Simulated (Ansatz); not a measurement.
Cost and result for the atomization energy of FH₄IOSi₂, SMILES `O[Si](F)([SiH3])I` (9 atoms, 8 bonds).

```xyz
9

O    -0.122    1.375   -1.372
Si   -0.119   -0.151   -0.809
F     0.898   -1.042   -1.656
Si    0.468   -0.141    1.447
I    -2.317   -1.175   -1.145
H    -0.549    1.568   -2.210
H    -0.563    0.623    2.192
H     0.503   -1.546    1.925
H     1.801    0.489    1.628
```

The species carries charge 0 and has multiplicity 1. Correlated methods include outer-core shells of I, which these sets cover unevenly. I takes the def2 core potential. All single points use the PBE0-D4/def2-TZVP geometry. It is one conformer, not always the lowest. Program: Ansatz. All runs use 4 threads of an Arm Neoverse V1 on a shared host. Times are those of one run each, without the atoms' runs, and a repeat can differ threefold. Electronic energies, without spin–orbit coupling; frozen cores. CCSD(T)/CBS adds CCSD(T) − MP2 in def2-TZVPP to the MP2 limit, and its time is that of the two runs behind it. T1 = 0.011. With those shells the extrapolation isn't a true limit. HSE06 is the plane-wave form, built on full-range PBE exchange.

CCSD(T)/CBS is a level of theory with its own doubt, some kJ/mol a heavy atom from the limit and from the frozen cores, so smaller differences don't rank the functionals.

```csv
level,functions,wall time,atomization (kJ/mol),difference from CCSD(T)/CBS,per bond
BLYP-D4/def2-TZVPP,252,2.6 s,2993.7,-55.2,-6.9
revPBE-D4/def2-TZVPP,252,2.8 s,2960.9,-88.0,-11.0
PBE-D4/def2-TZVPP (with forces),252,3.3 s,3036.0,-12.9,-1.6
BHLYP-D4/def2-TZVPP,252,9 s,2925.6,-123.3,-15.4
HSE06-D4/def2-TZVPP,252,11 s,2987.6,-61.3,-7.7
r2SCANh-D4/def2-TZVPP,252,12 s,3006.7,-42.2,-5.3
CAM-B3LYP-D4/def2-TZVPP,252,12 s,3019.1,-29.8,-3.7
CCSD(T)/def2-SVP,110,12 s,2751.0,-297.9,-37.2
B97M-V/def2-TZVPP,252,14 s,3024.2,-24.7,-3.1
ωB97X-V/def2-TZVPP,252,14 s,3038.8,-10.1,-1.3
MP2/def2-QZVPP,456,26 s,3075.5,26.6,3.3
CCSD(T)/def2-TZVPP,252,6.3 min,2941.3,-107.6,-13.5
CCSD(T)/CBS(def2),–,6.8 min,3048.9,0.0,0.0
```

The D4 term adds +42.8 kJ/mol with B3LYP and +22.5 kJ/mol with PBE0; it sums over pairs of atoms, weighted by their polarisabilities, and B3LYP, whose exchange is more repulsive, gets the larger term. From PBE to PBE0 (25 % exact exchange), in def2-TZVPP and without D4, the atomization energy moves by −46.7 kJ/mol: exact exchange takes away binding that semilocal exchange gives to molecules. Leaving LDA and LC-ωPBE aside and taking each functional with its dispersion term where it has one, the values spread over 113.2 kJ/mol, from BHLYP-D4 to ωB97X-V. LDA lies +422.9 kJ/mol from PBE without D4, its usual overbinding.

B3LYP here is the variant with VWN-RPA as its local correlation; programs differ in this.

Spin–orbit coupling would lower the free I atoms strongly, and the atomization energy with them, by more than many differences here.
